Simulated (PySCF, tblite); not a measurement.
Isomers of C7H11S (doublet state), one GFN2-xTB conformer each. Single-point energies are computed at B3LYP/pcH-1 (PySCF, gas phase, no added dispersion term), electronic only. GFN2-xTB treats the open shell by occupation alone, and not every SCF solution was tested for stability.

| SMILES | GFN2-xTB relative energy (kJ/mol) |
| --- | --- |
| [H]/[C]=C\C=C/CCSC | 256.2 |
| C=C/C=C\[CH]CSC | 94.8 |
| C[C@@]12C[C](S)C[C@@H]1C2 | 0.0 |
| [CH2]SCC/C=C\C=C | 179.2 |

Conformers: `[H]/[C:1]=[CH:2]\[CH:3]=[CH:4]/[CH2:5][CH2:6][S:7][CH3:8]` (doublet state) with C1–C2–C3–C4 178°, C3–C4–C5–C6 107°, C4–C5–C6–S7 177°, C5–C6–S7–C8 74°; `[CH2:1]=[CH:2]/[CH:3]=[CH:4]\[CH:5][CH2:6][S:7][CH3:8]` (doublet state) with C1–C2–C3–C4 179°, C3–C4–C5–C6 177°, C4–C5–C6–S7 -104°, C5–C6–S7–C8 66°; `[CH3:1][C@@:2]12[CH2:3][C:4]([SH:5])[CH2:6][C@@H:7]1[CH2:8]2` (doublet state) with C3–C4–S5–H -31°, C1–C2–C3–C4 155°, C2–C3–C4–S5 -176°, C3–C4–C6–C7 18°, C4–C6–C7–C8 54°; `[CH2:1][S:2][CH2:3][CH2:4]/[CH:5]=[CH:6]\[CH:7]=[CH2:8]` (doublet state) with H–C1–S2–C3 34° and -174°, C1–S2–C3–C4 66°, S2–C3–C4–C5 67°, C3–C4–C5–C6 116°, C5–C6–C7–C8 -179°.

**Question.** What does B3LYP/pcH-1 give for the same structures?

**Answer.** 
| SMILES | B3LYP/pcH-1 E (Eh) | B3LYP/pcH-1 (kJ/mol) | GFN2-xTB (kJ/mol) | point group |
| --- | --- | --- | --- | --- |
| C=C/C=C\[CH]CSC | -671.52315 | 0.0 | 94.8 | C1 |
| C[C@@]12C[C](S)C[C@@H]1C2 | -671.51108 | 31.7 | 0.0 | C1 |
| [CH2]SCC/C=C\C=C | -671.49351 | 77.8 | 179.2 | C1 |
| [H]/[C]=C\C=C/CCSC | -671.46505 | 152.6 | 256.2 | C1 |

GFN2-xTB puts C[C@@]12C[C](S)C[C@@H]1C2 lowest instead; measured from each level's own lowest isomer, the values differ by up to 103.6 kJ/mol ([H]/[C]=C\C=C/CCSC: 256.2 against 152.6). 

**Question.** What happens when harmonic zero-point energies from GFN2-xTB frequencies are added?

**Answer.** 
```tsv
SMILES	ZPE (kJ/mol)	electronic (kJ/mol)	with ZPE (kJ/mol)
C=C/C=C\[CH]CSC	404.3	0.0	0.0
C[C@@]12C[C](S)C[C@@H]1C2	410.6	31.7	38.0
[CH2]SCC/C=C\C=C	404.0	77.8	77.6
[H]/[C]=C\C=C/CCSC	403.0	152.6	151.2
```

The zero-point energies span 7.6 kJ/mol. The order is unchanged.
